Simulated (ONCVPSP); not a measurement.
## As (Z = 33): from the effect back to the setting (ONCV)

Base potential:

ONCVPSP 4.0.1 input, shortened (lines: element, Z, core and valence counts, functional; n l f; lmax; l rc ep ncon nbas qcut; lloc lpopt rc5 dvloc0; l nproj debl; icmod fcfact rcfact), LDA (Perdew-Wang 92), scalar-relativistic:

```
  As 33.00    3    5  -001012      upf
    1    0    2.00
    2    0    2.00
    2    1    6.00
    3    0    2.00
    3    1    6.00
    3    2   10.00
    4    0    2.00
    4    1    3.00
    2
    0    1.10    0.00    4    7   14.40
    1    0.90    0.00    4    8   17.90
    2    0.95    0.00    5   10   19.80
    4    5    0.70    2.00
    0    2    2.10
    1    2    1.00
    2    3    3.50
    1    0.50    0.00
```

Cutoffs, loose and tight: the cutoffs (Ha) at which the residual kinetic energy of the hardest occupied pseudo-wave falls to 1 and 0.1 mHa per electron. They do not see the model core or the augmentation charge, which bear on the density cutoff. Test errors are all-electron minus pseudo excitation energies from the reference, over the configurations 3s2 3p6 3d10 4s2 4p2; 3s2 3p6 3d10 4s2 4p1; 3s2 3p6 3d10 4s2 4p0; 3s2 3p6 3d10 4s1 4p0; variants that change the core or the reference have their own tests.

Only the scale of all radii but the core radius (base = 1) is moved (1 further runs of the sweep failed or gave no value and are left out):

```tsv
scale of all radii but the core radius (base = 1)	cutoff, loose	cutoff, tight	bound ghosts	largest test error (meV)
0.78	174 Ha	200 Ha	none	-4.7
0.98	144 Ha	163 Ha	none	-7.0
1.13	128 Ha	145 Ha	none	-11
1.22	113 Ha	130 Ha	none	-15
```

Q: One more run gave cutoff, loose: 153 Ha; cutoff, tight: 171 Ha; bound ghosts: none; largest test error (meV): -6.3. Which value of the scale of all radii but the core radius (base = 1) was used?

A: 0.93. The loose cutoff moves one way along this sweep, from 174 Ha at 0.78 to 113 Ha at 1.22, which places the run between 0.78 and 0.98.
